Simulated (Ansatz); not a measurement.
Stepwise reaction of `O[Si](Cl)(Br)Br` with ammonia, as a gas-phase model of exchange steps in deposition or etching. ΔE in kJ/mol; ΔG adds harmonic PBE0-D4 terms to CCSD(T)/CBS, at 1 bar.

Program: Ansatz. Geometries: PBE0-D4/def2-TZVP. ΔE: electronic, gas phase. CBS: MP2 limit from def2 TZ/QZ plus the TZ coupled-cluster correction, frozen cores. This one scheme is used for every species. DFT in def2-TZVPP. B3LYP here is the variant with VWN-RPA as its local correlation; programs differ in this. For Br outer-core shells are correlated without core-valence functions, which leaves a few kJ/mol of doubt a bond. Scalar relativity is left out up to krypton. One conformer a species, not always the lowest.

| step | reaction | PBE-D4 | B3LYP-D4 | ωB97M-V | CCSD(T)/CBS | ΔG(600 K) |
| --- | --- | --- | --- | --- | --- | --- |
| 1 | `O[Si](Cl)(Br)Br` + NH₃ → `N[Si](O)(Cl)Br` + HBr | 23.8 | 16.6 | 16.4 | 19.8 | 15.2 |

(1) Give the row of step 2, `N[Si](O)(Cl)Br` + NH₃ → `N[Si](N)(O)Cl` + HBr. (Estimate.)

(2) By hand: ΔE of the 2 steps together at CCSD(T)/CBS.

Answers

(1) Computed: 
| step | reaction | PBE-D4 | B3LYP-D4 | ωB97M-V | CCSD(T)/CBS | ΔG(600 K) |
| --- | --- | --- | --- | --- | --- | --- |
| 2 | `N[Si](O)(Cl)Br` + NH₃ → `N[Si](N)(O)Cl` + HBr | 25.4 | 18.3 | 19.0 | 21.8 | 15.8 |

(2) (19.8) + (21.8) = 41.6 kJ/mol, or 20.8 kJ/mol a step.

In ΔE the steps differ by no more than 2.0 kJ/mol. All are uphill at CCSD(T)/CBS. ΔG lies between 15.2 and 15.8 kJ/mol a step. PBE-D4 differs from CCSD(T)/CBS by 3.6 to 4.0 kJ/mol a step. Only this route is followed, and other bonds may react first. Isolated molecules leave out the surface, adducts and barriers. Largest T1 diagnostic: 0.010.
